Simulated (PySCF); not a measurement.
Ionisation energy of Sr³⁵⁺ by level of theory

Sr³⁵⁺ [He] 2s1 (2S) → Sr³⁶⁺ 1s2 (1S), as a difference of total energies. Computed with PySCF 2.14 in an uncontracted even-tempered set (19 s from 13 bohr⁻², ratio 2.2; 8 p from 19 bohr⁻², ratio 2.4; 5 d from 58 bohr⁻², ratio 2.4; 5 f from 87 bohr⁻², ratio 2.4; 4 g from 130 bohr⁻², ratio 2.4), with scalar relativity by spin-free X2C-1e. Correlated levels: nothing frozen; virtual orbitals above 40 to 60 times the deepest correlated orbital energy dropped. The calculations carry no spin-orbit coupling.

| method | ionisation energy (eV) |
| --- | --- |
| UHF | 4614.9 |
| LDA | 4610.3 |
| PBE | 4618.3 |
| PBE0 | 4617.5 |
| r2SCAN | 4613.0 |
| MP2 (all electrons) | 4615.1 |
| SCS-MP2 (all electrons) | 4615.1 |

**Question.** Estimate what BHandHLYP gives.

**Answer.** 4617.4 eV, closest to PBE0 among the rows shown.

**Question.** Estimate what B2PLYP gives.

**Answer.** 4617.0 eV, closest to PBE0 among the rows shown.

For this ion Breit and QED terms and the two-electron picture change, all absent here, outweigh the differences among the correlated methods.

For comparison: 4612.4 eV (theoretical estimate listed by NIST; NIST Atomic Spectra Database, ionization energies).
